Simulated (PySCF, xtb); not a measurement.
CH7NSi3, SMILES N1=C[SiH2][Si@H]1[SiH3].

Harmonic wavenumbers (cm⁻¹) from GFN2-xTB (xtb) at its own minimum, in rising order: 20, 82, 100, 236, 321, 355, 424, 428, 460, 476, 496, 526, 592, 617, 722, 732, 775, 797, 807, 810, 822, 1230, 1603, 2098, 2207, 2214, 2219, 2242, 2246, 2949.

What does PBE-D3(BJ)/def2-SVP run with PySCF give at its own minimum? (An estimate is asked for; the answer gives what the named calculation found.)

70, 91, 100, 200, 343, 396, 413, 454, 484, 524, 554, 591, 644, 676, 727, 744, 824, 872, 896, 897, 901, 1243, 1539, 2121, 2137, 2143, 2149, 2165, 2170, 2937. Paired by order, the mean absolute difference is 46 cm⁻¹ and the zero-point energies are 42.3 and 42.9 kcal/mol.
